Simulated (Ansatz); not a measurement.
Relaxation of Cl2GeH4S (8 atoms, charge 0, multiplicity 1), to a largest force component of 0.03 eV/Å in at most 50 steps.

Level of theory: Ansatz, RKS PBE0-D4/def2-SVP.

```xyz
8
Properties=species:S:1:pos:R:3:forces:R:3
Ge -0.118 -0.173 -0.101 -0.17 -0.21 0.05
H -0.069 -0.016 1.434 -0.11 -0.22 -0.34
Cl 1.894 -0.327 -0.860 -0.03 0.04 0.03
Cl -1.142 1.506 -0.963 0.06 -0.04 0.01
H -0.848 -1.435 -0.588 0.02 0.04 0.02
S 1.458 2.388 1.609 -0.18 -0.32 0.49
H 2.577 1.659 1.415 0.00 -0.01 -0.02
H 0.858 1.358 2.300 0.42 0.71 -0.24
```

Where does it end, and by what steps?

The run converged. The force dipped under the threshold on the way, but the program's further checks kept it going. After 37 steps the energy has fallen by 0.241 eV; H7 moved furthest, 1.85 Å.

```csv
step,energy less start (eV),largest force component (eV/Å),accepted
0,0.0000,0.708,yes
2,-0.1146,0.377,yes
4,-0.1507,0.095,yes
6,-0.1598,0.709,no
8,-0.1756,0.214,yes
10,-0.1865,0.019,yes
12,-0.1957,0.032,yes
14,-0.1972,0.041,yes
16,-0.1990,0.143,yes
18,-0.2014,0.026,yes
20,-0.2023,0.066,yes
22,-0.2028,0.055,yes
24,-0.2040,0.149,yes
26,-0.2065,0.154,yes
28,-0.2000,0.625,no
30,-0.2157,0.054,yes
32,-0.2242,0.127,yes
34,-0.2319,0.384,yes
36,-0.2405,0.053,yes
37,-0.2415,0.008,yes
```

```xyz
8
Properties=species:S:1:pos:R:3
Ge -0.164 -0.353 -0.099
H -0.709 -0.165 1.313
Cl 1.926 -0.877 0.020
Cl -0.306 1.519 -1.161
H -0.846 -1.416 -0.964
S 1.358 2.217 2.286
H 1.089 2.695 1.052
H 2.262 1.340 1.798
```

Whether the end is a true minimum wasn't checked by a vibrational analysis.

Time of the run: 69 s on 2 threads of Intel(R) Xeon(R) 6975P-C (Granite Rapids) (shared host), peak memory 0.29 GiB.
